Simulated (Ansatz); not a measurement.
Computed with Ansatz on PBE0-D4/def2-TZVP structures; ΔE is electronic, products minus reactants. CBS: MP2 limit from def2 TZ/QZ plus the TZ coupled-cluster correction, frozen cores. This one scheme is used for every species. DFT in def2-TZVPP. HSE06 is defined as in plane-wave codes. def2 core potentials past Kr. For Ta outer-core shells are correlated without core-valence functions, which leaves a few kJ/mol of doubt a bond. Each species was taken in one conformer, which may not be the lowest.

`[CH3][Ta](=[NH])([OH])[OH]` + `N[Si](O)(O)F` → `[NH]=[Ta]([NH2])([OH])[OH]` + `C[Si](O)(O)F`  (redistribution)

`[CH3][Ta](=[NH])([OH])[OH]`:

Cartesian coordinates in Å:
```
C -1.218 0.270 1.114
Ta 0.398 0.092 -0.319
N 0.403 -1.623 -0.748
O 2.006 0.616 0.567
O -0.037 1.204 -1.809
H -1.313 1.308 1.453
H -1.041 -0.363 1.988
H -2.171 -0.036 0.673
H 0.442 -2.590 -1.022
H 2.786 0.124 0.820
H -0.255 0.999 -2.717
```

`N[Si](O)(O)F`:

Cartesian coordinates in Å:
```
N 0.461 -0.096 -1.302
Si -0.050 -0.199 0.302
O -1.580 0.361 0.306
O 0.988 0.576 1.289
F -0.075 -1.666 0.924
H 1.419 -0.261 -1.559
H -0.176 -0.277 -2.058
H -2.151 0.068 1.018
H 1.164 1.494 1.081
```

`[NH]=[Ta]([NH2])([OH])[OH]`:

Cartesian coordinates in Å:
```
N -1.088 -0.430 -1.255
Ta 0.146 0.175 -0.142
N -0.216 -0.770 1.567
O 0.021 2.073 0.107
O 1.921 -0.217 -0.757
H -1.759 -0.727 -1.943
H 0.324 -0.640 2.410
H -0.952 -1.440 1.722
H -0.624 2.706 -0.206
H 2.228 -0.730 -1.502
```

`C[Si](O)(O)F`:

Cartesian coordinates in Å:
```
C -0.598 1.138 0.539
Si 0.347 -0.305 -0.099
O 0.266 -1.498 1.002
O -0.184 -0.898 -1.528
F 1.865 0.149 -0.330
H -0.214 1.447 1.513
H -1.653 0.882 0.653
H -0.522 1.987 -0.143
H 0.516 -2.380 0.725
H 0.176 -0.521 -2.332
```

```
             level  ΔE (kJ/mol)  difference from CCSD(T)/CBS
       LDA (SPW92)        -34.9                         -4.1
         r2SCAN-D4        -33.3                         -2.5
          HSE06-D4        -33.4                         -2.6
      CAM-B3LYP-D4        -34.1                         -3.3
           ωB97M-V        -32.1                         -1.3
           r2SCANh        -32.2                         -1.4
             BHLYP        -31.0                         -0.2
         CAM-B3LYP        -34.1                         -3.3
   CCSD/def2-TZVPP        -29.5                          1.3
CCSD(T)/def2-TZVPP        -30.5                          0.3
       CCSD(T)/CBS        -30.8                            0
```

Largest T1 diagnostic among the species: 0.018.

Leaving LDA and LC-ωPBE aside and taking each functional with its dispersion term where it has one, the values, not all of them listed here, spread over 6.7 kJ/mol, from BLYP-D4 to r2SCAN0-D4. From BLYP to BHLYP (50 % exact exchange), in def2-TZVPP and without D4, ΔE moves by +6.1 kJ/mol. At CCSD(T), def2-SVP lies −9.6 kJ/mol from the extrapolated value and def2-TZVPP +0.3 kJ/mol.

CCSD(T)/CBS has its own doubt, a few kJ/mol and more with outer-core shells, so smaller differences from it don't rank the levels.
